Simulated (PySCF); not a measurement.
Species: (F3Si)2CH2, CH2F6Si2.
Cartesian coordinates in Å at the PBE0-D3(BJ)/def2-SVP level; atoms count from 1:
```
atom  x, y, z in Å
Si1   -1.195   -0.976    0.314
F2    -1.872   -1.496    1.668
F3    -0.458   -2.223   -0.368
F4    -2.372   -0.498   -0.656
C5    -0.004    0.384    0.647
Si6    1.220    0.730   -0.682
F7     2.499   -0.223   -0.569
F8     0.577    0.515   -2.133
F9     1.735    2.242   -0.598
H10    0.549    0.153    1.573
H11   -0.581    1.306    0.835
```

Method used: TDDFT wB97X-D/def2-SVPD, vertical, gas phase, core orbitals frozen in the response in PySCF 2.14.0, density-fitted response routines.

Kohn–Sham orbitals with the atoms that hold most of them (Löwdin shares over 4%, at most four atoms; ? is withheld):

```json
{"orbital": "LUMO+2", "ε (eV)": "2.53", "atoms": "C5 23%, Si6 16%, Si1 16%, F9 7%"}
{"orbital": "LUMO+1", "ε (eV)": "2.35", "atoms": "Si6 23%, Si1 22%, F2 10%, F9 10%"}
{"orbital": "LUMO", "ε (eV)": "1.32", "atoms": "Si1 26%, Si6 26%, C5 12%, H10 7%"}
{"orbital": "HOMO", "ε (eV)": "-13.02", "atoms": "?"}
{"orbital": "HOMO-1", "ε (eV)": "-13.62", "atoms": "?"}
{"orbital": "HOMO-2", "ε (eV)": "-14.53", "atoms": "C5 20%, F4 19%, F7 18%, F3 12%"}
{"orbital": "HOMO-3", "ε (eV)": "-14.54", "atoms": "F2 20%, F9 18%, F4 16%, F7 14%"}
```

(1) Which atoms hold the HOMO-1, and with what shares?

(2) Which atoms hold the HOMO, and with what shares?

(3) The HOMO–LUMO gap is 14.34 eV. Where does the response calculation put the lowest singlet, and from which orbitals?

(4) One configuration dominates each of S1 and S2. Which, and how do the shares of the two leading atoms of either orbital change from the occupied to the empty one?

## Answers

(1) C5 (bonded to 2 Si and 2 H) 38%; F8 (bonded to Si) 12%; F3 (bonded to Si) 12%; H11 (bonded to C) 7%. By element: carbon 38%, fluorine 24% or more, hydrogen 7% or more.

(2) C5 (bonded to 2 Si and 2 H) 37%; Si1 (bonded to C and 3 F) 11%; Si6 (bonded to C and 3 F) 11%; F2 (bonded to Si) 10%. By element: carbon 37%, silicon 22%, fluorine 10% or more.

(3) S1 is at 10.04 eV (f = 0.208), 4.30 eV below the gap, made of HOMO→LUMO (94%). 

(4) 
- S1 (10.04 eV, f 0.208), HOMO→LUMO (94%): C5 37% → 12%, Si1 11% → 26%, Si6 11% → 26%
- S2 (10.57 eV, f 0.109), HOMO-1→LUMO (91%): C5 38% → 12%, F8 12% → at most 7%, Si1 at most 8% → 26%, Si6 at most 8% → 26%
